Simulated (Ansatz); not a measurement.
Which method gave which barrier?

Saddle point of BHCl₃F, closed shell (BCl₂F ([F][B]([Cl])[Cl]) + HCl → BCl₃ ([Cl][B]([Cl])[Cl]) + HF; bonds formed: B1–Cl6, F2–H5; bonds broken: B1–F2, H5–Cl6), PBE0-D4/def2-TZVP structure:

B1  (-0.081, -0.404, 0.143)
F2  (-0.986, 0.758, -0.311)
Cl3  (-0.168, -1.740, -0.999)
Cl4  (-0.277, -0.707, 1.864)
H5  (0.023, 1.290, -0.464)
Cl6  (1.489, 0.803, -0.233)
(Å)

Ansatz 0.2.0; basis: def2-TZVPP, with def2-QZVPP for the basis limit; cores frozen in the correlated methods. Extrapolation: Hartree–Fock as exp(−7.88 √X), correlation as X^−2.97. Four methods, as single points on the PBE0-D4 structures, gave these electronic barriers from the start structure: 0.725, 1.270, 1.657, 2.244 eV.

(1) The methods were, in alphabetical order, BHLYP-D4, HF, PBE0-D4, SPW92. Which gave which? (Judge from chemistry; the calculation decides.)

The T1 diagnostic stays at or below 0.011.

## Answers

(1) Computed: SPW92 0.725; PBE0-D4 1.270; BHLYP-D4 1.657; HF 2.244 eV. For comparison, CCSD(T) at an estimated basis limit (MP2 extrapolated from triple and quadruple zeta, plus CCSD(T) − MP2 in triple zeta) gives 1.446 eV.

Labels in which every atom is bracketed show which atoms are joined, not bond orders.

For scale, one of the runs: CCSD(T)/def2-TZVPP, 202 basis functions, launched by `ansatz run in.yaml --threads 4 --pin off --events-out ev --progress --plain --max-ram 9574MiB`. Time: 2.2 min of wall clock on 4 CPU threads of an Intel Xeon; the host was shared. Peak host memory: 2.4 GiB.
